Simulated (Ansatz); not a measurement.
`[C-]#[N+]CCCCCCCCCC=C`. Total charge 0; triplet. Geometry PBE-D4/def2-SVP, that of the neutral singlet; atoms count from 1.

```xyz
34

C    -0.200   -1.748   -6.993
N    -0.164   -1.845   -5.812
C    -0.150   -1.927   -4.394
C    -0.983   -0.822   -3.730
C    -0.969   -0.919   -2.203
C    -1.792    0.181   -1.523
C    -1.866    0.077    0.006
C    -0.528    0.256    0.733
C    -0.662    0.237    2.260
C     0.662    0.328    3.030
C     1.406    1.654    2.852
C     2.682    1.813    3.634
C     3.246    0.907    4.451
H     0.905   -1.874   -4.048
H    -0.531   -2.928   -4.096
H    -0.591    0.166   -4.055
H    -2.025   -0.882   -4.110
H    -1.360   -1.914   -1.890
H     0.083   -0.882   -1.844
H    -2.824    0.162   -1.938
H    -1.374    1.175   -1.804
H    -2.580    0.841    0.382
H    -2.307   -0.907    0.287
H    -0.066    1.213    0.402
H     0.184   -0.544    0.428
H    -1.333    1.068    2.578
H    -1.186   -0.698    2.559
H     0.462    0.173    4.113
H     1.325   -0.511    2.722
H     0.725    2.498    3.113
H     1.642    1.820    1.775
H     3.189    2.788    3.503
H     4.187    1.126    4.979
H     2.796   -0.082    4.635
```

At PBE0-D4/def2-SVP a singlet of charge 0 lies 4.24 eV below the triplet at the same geometry.

**Question.** Estimate the Mulliken populations of the heavy atoms from the PBE0/def2-SVP orbitals of Ansatz.

**Answer.** 
```tsv
atom	charge (e)	spin (α − β)
C1	-0.17	0.00
N2	-0.14	0.00
C3	0.14	0.00
C4	-0.10	0.00
C5	-0.11	0.00
C6	-0.04	0.00
C7	-0.04	0.00
C8	-0.12	0.00
C9	-0.04	0.00
C10	-0.08	0.00
C11	-0.03	-0.12
C12	-0.14	1.06
C13	-0.08	1.13
```
Mulliken values depend strongly on the basis.

**Question.** Where does the spin sit?

**Answer.** Summed by element: C 2.07, N 0.00, H -0.07, of 2 unpaired in all. Largest on single atoms: C13 1.13, C12 1.06, C11 -0.12.

**Question.** And the Mayer bond orders between heavy atoms (over 0.3)?

**Answer.** C1–N2 2.44 (1.19 Å); N2–C3 0.90 (1.42 Å); C3–C4 1.05 (1.54 Å); C4–C5 1.06 (1.53 Å); C5–C6 1.06 (1.53 Å); C6–C7 1.08 (1.53 Å); C7–C8 1.06 (1.53 Å); C8–C9 1.06 (1.53 Å); C9–C10 1.09 (1.53 Å); C10–C11 1.08 (1.53 Å); C11–C12 1.06 (1.51 Å); C12–C13 0.96 (1.34 Å).
